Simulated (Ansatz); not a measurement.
Cost and result up the ladder for Mo₃Se₅ (8 atoms). Charge 0, multiplicity 1. Geometry: PBE-D4/def2-SVP.

```xyz
8

Mo    1.1992   -0.7820   -0.1839
Mo    0.5869    1.4080   -0.4936
Mo   -1.2564   -0.2115   -0.6134
Se    1.4276   -0.9695    2.2235
Se   -0.1503   -2.2412   -1.5809
Se    1.9427    1.3312    1.5949
Se   -2.5538   -0.2240    1.2504
Se   -1.1958    1.6891   -2.1972
```

Ansatz on 6 threads of Intel Xeon on a shared host. Times are rough, and most runs start from the orbitals of an earlier one. No level here is sound enough to serve as a yardstick. Binding counts from free atoms at the same level (Mo septet, Se triplet; other spins of the atoms weren't run), without zero-point energy or a counterpoise term.

In the def2 sets Mo takes a core potential; there is no spin–orbit coupling. B3LYP takes the VWN-RPA correlation. No other spin state of charge 0 was run. Another isomer (singlet) lies 2.24 eV lower at PBE0-D4/def2-TZVP; other spin states weren't run for this one.

Run but left out: HF/STO-3G (restricted singlet, unstable in another Hartree–Fock run and untested here); MP2/def2-SVP (restricted singlet, unstable towards broken spin symmetry).

```
                         level  functions  wall time
               PBE-D4/def2-SVP        253       13 s
PBE-D4/def2-TZVP (with forces)        360       26 s
              PBE0-D4/def2-SVP        253       27 s
           r2SCAN-D4/def2-TZVP        360       39 s
            B3LYP-D4/def2-TZVP        360       57 s
             PBE0-D4/def2-TZVP        360       87 s
```

(1) Estimate what each level gives for the binding energy per atom (eV).

Results:

(1) 
```
                         level  binding energy per atom (eV)                        remarks
               PBE-D4/def2-SVP                          3.77  restricted SCF unstable in HF
PBE-D4/def2-TZVP (with forces)                          3.76  restricted SCF unstable in HF
              PBE0-D4/def2-SVP                          3.19  restricted SCF unstable in HF
           r2SCAN-D4/def2-TZVP                          3.33  restricted SCF unstable in HF
            B3LYP-D4/def2-TZVP                          3.33  restricted SCF unstable in HF
             PBE0-D4/def2-TZVP                          3.20  restricted SCF unstable in HF
```
